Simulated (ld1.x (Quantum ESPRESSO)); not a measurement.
## Before and after: RRKJ potential for chromium (Cr)

```json
{
 "Element": "Cr",
 "Generator": "ld1.x (Quantum ESPRESSO) 7.5",
 "Type": "norm-conserving RRKJ (Kleinman–Bylander form)",
 "Functional": "PBE",
 "Relativity": "scalar-relativistic",
 "Frozen core": "[Ne] 3s2",
 "Valence charge": "12",
 "Reference configuration": "3p6 3d5 4s1 4p0",
 "Partial waves": "4s (bound): rc 2.90 bohr; 3p (bound): rc 1.40 bohr; 3d (bound): rc 1.90 bohr",
 "Local potential": "all-electron potential smoothed inside 1.20 bohr (lloc = -1)",
 "Core correction": "none",
 "rho0": "0.01"
}
```

All-electron outer shells of the reference configuration (PBE, scalar-relativistic, ld1.x):

```
shell  level (eV)  outermost node (bohr)  outermost maximum (bohr)
   2p     -560.70                      –                      0.20
   3s      -73.99                   0.36                      0.78
   3p      -45.44                   0.33                      0.80
   4s       -4.01                   1.12                      2.74
   3d       -2.91                      –                      0.84
   4p       -0.99                   1.25                      3.94
```

Change: local potential all-electron potential smoothed inside 2.68 bohr (lloc = -1).

Cutoffs: the cutoffs (Ry, on a coarse ladder) from which the occupation-weighted sum of valence levels, in a spherical-Bessel basis at the reference potential, stays within 10 and 1 mRy of its value at 400 Ry; they do not see the model core or the augmentation charge, which bear on the density cutoff. Errors are all-electron minus pseudo energies relative to the spin-unpolarised reference configuration.

Question: Predict the effect on cutoff, ghosts and configuration errors.

Answer: The potential gets neither clearly harder nor softer (50 Ry and 70 Ry → 50 Ry and 70 Ry); the bound ghost in s disappears; of the 7 tests that both files solve, the error grows in 2 and shrinks in 3 by more than 15 % and 0.3 meV (median size 32.5 → 74.3 meV); the range in which the p phases agree narrows (upper end 3.6 → -0.4). In the separable form a ghost depends on how the local part lies against the semilocal potential of the channel, so the choice of the local part can create or remove one.

| quantity | base | changed |
| --- | --- | --- |
| cutoff, loose | 50 Ry | 50 Ry |
| cutoff, tight | 70 Ry | 70 Ry |
| loose cutoff by channel (10 mRy a level) | s 15 Ry, p 45 Ry, d 40 Ry | s 12 Ry, p 45 Ry, d 40 Ry |
| bound ghosts | s | none |
| error for 3p6 3d5 4s0 4p0, meV [ΔE 6.90 eV] | +11 | +9.9 |
| error for 3p6 3d4 4s0 4p0, meV [ΔE 22.95 eV] | -20 | -74 |
| error for 3p6 3d3 4s0 4p0, meV [ΔE 53.70 eV] | +127 | -106 |
| error for 3p6 3d4 4s1 4p0, meV [ΔE 7.99 eV] | +33 | +39 |
| error for 3p5 3d5 4s1 4p0, meV [ΔE 51.51 eV] | -319 | -327 |
| error for 3p6 3d6 4s0 4p0, meV [ΔE 1.73 eV] | +14 | -2.7 |
| error for 3p6 3d2 4s0 4p0, meV [ΔE 102.06 eV] | +988 | +495 |
| s: phases at 3.17 bohr within 0.05 rad from the reference energy up to (Ry; the scan ends near 5) | 1.6 | 0.8 |
| p: phases at 3.17 bohr within 0.05 rad from the reference energy up to (Ry; the scan ends near 5) | 3.6 | -0.4 |
| d: phases at 3.17 bohr within 0.05 rad from the reference energy up to (Ry; the scan ends near 5) | 0.9 | 0.6 |

Changed file: These tests converged, but a pseudo level misses the all-electron one widely, so the file describes the atom poorly there or has found another state: 3p6 3d2 4s0 4p0: empty 4s by 5.3 eV (a node warning on the way). A true bound ghost makes a file unfit for plane-wave use even where its test errors are small: the radial tests pick states by their node count and pass the ghost by.
